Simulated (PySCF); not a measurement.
Gas-phase reaction: SiI2 → I2 + Si

Computed with PySCF and rigid-rotor harmonic-oscillator thermochemistry at 1 bar. 'Table' is the NASA 1993 thermochemical table (part measured, part estimated). After a fit of one offset per element over all species, the range-separated, M06-2X, PBE0/def2-QZVP and CCSD(T)/def2-TZVPP enthalpies, where run, lie to one side of the table for I2 (+16 kJ/mol): a fault of the table's entry, another state or a shared error of the levels is possible; this was not checked at source. † marks an energy on the PBE0/def2-TZVP geometry and frequencies; other levels use their own. MP2 freezes the core. Open shells (unrestricted): Si (multiplicity 3, electronic degeneracy 9); the rest are closed-shell singlets. Spin-orbit splitting is ignored; it lowers the true energy and changes the entropy of Si. B3LYP is the form with VWN-RPA correlation. I: scalar-relativistic def2 core potential, no spin-orbit coupling. MP2 isn't extrapolated to the basis-set limit; its ΔH°(298 K) is 407.8 kJ in def2-SVP and 439.3 kJ in def2-TZVPP. The harmonic model lacks anharmonicity and excited electronic states, which grow with temperature; levels with a mode under 35 cm⁻¹ are left out. Soft modes under 120 cm⁻¹ make the harmonic entropy rough for SiI2. The table's entry may be an old estimate for SiI2 (not checked at source).

```
level              ΔH°(298 K), kJ  minus table  ΔG°(2500 K), kJ
-----------------  --------------  -----------  ---------------
table                       419.9            -            143.8
B3LYP/def2-TZVP†            416.5         -3.4            146.3
HF/def2-TZVP†               316.1       -103.8             45.9
M06-2X/def2-TZVP†           446.1         26.2            175.9
MP2/def2-TZVPP†             439.3         19.4            169.1
PBE/def2-SVP                443.0         23.1            174.0
PBE0/def2-QZVP†             427.3          7.4            157.1
PBE0/def2-SVP†              430.7         10.8            160.5
PBE0/def2-TZVP              430.2         10.3            160.0
```
